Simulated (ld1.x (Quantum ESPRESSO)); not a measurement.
## Which change was made? (Ni, ultrasoft)

ld1.x (Quantum ESPRESSO) 7.5 input, shortened:

```
&input
   title='Ni', zed=28., rel=1, dft='PZ', iswitch=3,
   config='[Ar] 3d8 4s1.5 4p0 4f-2'
 /
 &inputp
   pseudotype=3, tm=.true., lloc=-1, rcloc=1.80,
   nlcc=.false.,
   which_augfun='PSQ', rmatch_augfun=1.05
 /
8
4S  1  0   1.50   0.00  1.75  1.90  0.0
4S  1  0   0.00  -0.15  1.75  1.90  0.0
3P  2  1   6.00   0.00  1.15  1.25  0.0
4P  3  1   0.00   0.00  1.15  1.25  0.0
3D  3  2   8.00   0.00  1.20  1.30  0.0
3D  3  2   0.00   2.70  1.20  1.30  0.0
4F  4  3  -2.00   0.20  1.30  1.65  0.0
4F  4  3  -2.00   1.95  1.30  1.65  0.0
 &test
   configts(1)='3p6 3d8 4s1.5 4p0'
 /
```

Cutoffs, loose and tight: the cutoffs (Ry, on a coarse ladder) from which the occupation-weighted sum of valence levels, in a spherical-Bessel basis at the reference potential, stays within 10 and 1 mRy of its value at 400 Ry. They do not see the model core or the augmentation charge, which bear on the density cutoff. Test errors are all-electron minus pseudo excitation energies from the reference, over the configurations 3p6 3d8 4s2 4p0; 3p6 3d8 4s1 4p0; 3p6 3d8 4s0 4p0; 3p6 3d9 4s1 4p0; 3p6 3d8 4s0 4p2; 3p6 3d8.5 4s1.5 4p0; 3p6 3d8 4s0 4p1 (two spin-polarised tests are not counted in the largest error); variants that change the core or the reference have their own tests.

The base gives: outcome: generated; cutoff, loose: 80 Ry; cutoff, tight: 140 Ry; bound ghosts: none; largest test error (meV): +4.1.

Q: After one change the result is: outcome: generated; cutoff, loose: 160 Ry; cutoff, tight: 260 Ry; bound ghosts: none; largest test error (meV): -3.9. Which change was it?
A. waves 3d (bound): rcut 0.78, rcutus 0.82 bohr; 3d channel at 2.7 Ry: rcut 0.78, rcutus 0.82 bohr
B. waves 3d (bound): rcut 1.20, rcutus 1.96 bohr; 3d channel at 2.7 Ry: rcut 1.20, rcutus 1.96 bohr
C. waves 3d (bound): rcut 1.20, rcutus 1.56 bohr; 3d channel at 2.7 Ry: rcut 1.20, rcutus 1.56 bohr
D. waves 3d (bound): rcut 0.92, rcutus 0.98 bohr; 3d channel at 2.7 Ry: rcut 0.92, rcutus 0.98 bohr
E. waves 3d (bound): rcut 1.20, rcutus 1.72 bohr; 3d channel at 2.7 Ry: rcut 1.20, rcutus 1.72 bohr

A: D. The others give: waves 3d (bound): rcut 0.78, rcutus 0.82 bohr; 3d channel at 2.7 Ry: rcut 0.78, rcutus 0.82 bohr → outcome: generated; cutoff, loose: 200 Ry; cutoff, tight: 300 Ry; bound ghosts: none; largest test error (meV): -4.0 | waves 3d (bound): rcut 1.20, rcutus 1.96 bohr; 3d channel at 2.7 Ry: rcut 1.20, rcutus 1.96 bohr → outcome: generated; cutoff, loose: 55 Ry; cutoff, tight: 100 Ry; bound ghosts: none; largest test error (meV): -10 | waves 3d (bound): rcut 1.20, rcutus 1.56 bohr; 3d channel at 2.7 Ry: rcut 1.20, rcutus 1.56 bohr → outcome: generated; cutoff, loose: 70 Ry; cutoff, tight: 110 Ry; bound ghosts: none; largest test error (meV): -3.7 | waves 3d (bound): rcut 1.20, rcutus 1.72 bohr; 3d channel at 2.7 Ry: rcut 1.20, rcutus 1.72 bohr → outcome: generated; cutoff, loose: 55 Ry; cutoff, tight: 100 Ry; bound ghosts: none; largest test error (meV): -3.9.
